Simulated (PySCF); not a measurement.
C6H7F3Si.
Bonds: C1–C2, C2–C3 (double), C3–Si4, Si4–C5, C5–C6, C6–F7, C6–F8, C6–F9, C5–C10 (double), C2–C10. Hydrogens: H11, H12, H13 on C1; H14 on C3; H15, H16 on Si4; H17 on C10.

Method used: PySCF, PBE0-D3(BJ)/def2-SVP geometry optimisation, gas phase.

(1) Give the optimised bond lengths and angles.

## Answers

(1) 
```json
{"bond": "C1–C2", "length (pm)": "149.4", "order": "single"}
{"bond": "C2=C3", "length (pm)": "135.4", "order": "double"}
{"bond": "C3–Si4", "length (pm)": "186.7", "order": "single"}
{"bond": "Si4–C5", "length (pm)": "188.2", "order": "single"}
{"bond": "C5–C6", "length (pm)": "148.5", "order": "single"}
{"bond": "C6–F7, C6–F8, C6–F9", "length (pm)": "134.0", "order": "single"}
{"bond": "C5=C10", "length (pm)": "134.7", "order": "double"}
{"bond": "C2–C10", "length (pm)": "148.6", "order": "single"}
{"bond": "C1–H11, C1–H12, C1–H13", "length (pm)": "110.1", "order": "single"}
{"bond": "C3–H14", "length (pm)": "109.2", "order": "single"}
{"bond": "Si4–H15, Si4–H16", "length (pm)": "149.3", "order": "single"}
{"bond": "C10–H17", "length (pm)": "109.6", "order": "single"}
```

Bonds in one row agree within 1 pm and their mean is given. Orders are formal, as drawn. A selection of angles:
```json
{"angle": "C1–C2–C3", "degrees": "125.9"}
{"angle": "C1–C2–C10", "degrees": "118.7"}
{"angle": "C3–C2–C10", "degrees": "115.4"}
{"angle": "C2–C3–Si4", "degrees": "108.4"}
{"angle": "C3–Si4–C5", "degrees": "91.6"}
{"angle": "Si4–C5–C6", "degrees": "129.1"}
{"angle": "Si4–C5–C10", "degrees": "107.1"}
{"angle": "C6–C5–C10", "degrees": "123.8"}
{"angle": "C5–C6–F7", "degrees": "113.0"}
{"angle": "C5–C6–F8", "degrees": "111.2"}
{"angle": "F7–C6–F8", "degrees": "107.2"}
{"angle": "C2–C10–C5", "degrees": "117.5"}
```

Dihedral angles: C1–C2–C3–Si4 180° (antiperiplanar); C2–C3–Si4–C5 0° (synperiplanar); C3–Si4–C5–C6 180° (antiperiplanar); Si4–C5–C6–F7 -179° (antiperiplanar); Si4–C5–C10–C2 0° (synperiplanar); C1–C2–C10–C5 180° (antiperiplanar).

The 5-membered ring C2–C3–Si4–C5–C10 has internal angles of 91.6° to 117.5° (sum 540°, against 540° for a flat polygon); it is planar, 0.00 Å rms from its mean plane, widest ring torsion 0°. Of the pairs four or more bonds apart, F7···H17 is among the closest relative to their van der Waals radii: 2.48 Å, 93 % of the sum of Bondi's values. The C–C distances run from 1.347 Å (C5=C10, drawn double) to 1.494 Å (C1–C2, drawn single), a spread of 0.147 Å. Si4 (SiH2 silicon) has angles from 91.6° to 114.6°. All 3 C–F bonds measure 1.338 to 1.341 Å.

Point group: Cs (every atom within 0.08 Å of its image). No PBE0-D3(BJ)/def2-SVP frequencies stand behind this structure, so it isn't proved a minimum.
